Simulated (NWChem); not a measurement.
System: CH₅ClOSn; SMILES C[O][SnH2][Cl]

Input file for NWChem:

```
start job
memory heap 200 mb stack 900 mb global 1100 mb
geometry units angstroms noautoz
  Sn     0.621664     0.019775    -0.023999
  Cl    -1.023884     1.706467    -0.046560
  O     -0.281717    -1.664918    -0.521942
  C     -1.360285    -2.169484     0.214559
  H      1.731049     0.309895    -1.279347
  H      1.192087    -0.078742     1.585582
  H     -1.103843    -2.377762     1.272682
  H     -1.675315    -3.123647    -0.239938
  H     -2.235448    -1.492516     0.208284
end
basis spherical
  * library def2-svp
end
ecp
  Sn library def2-ecp
end
dft
  xc r2scan
  iterations 150
  mulliken
end
task dft energy
```

The geometry was optimised at PBE0/def2-SVP. def2 effective core potentials on Sn; no spin-orbit coupling.

**Question.** What results follow from this input? (r2SCAN/def2-SVP with def2 effective core potentials on Sn.) Quantities: energy (Ha); highest occupied level (eV); orbital gap (eV); dipole (D).

**Answer.** 
```yaml
energy (Ha): -790.61
highest occupied level (eV): -6.54
orbital gap (eV): 5.06
dipole (D): 2.04
```
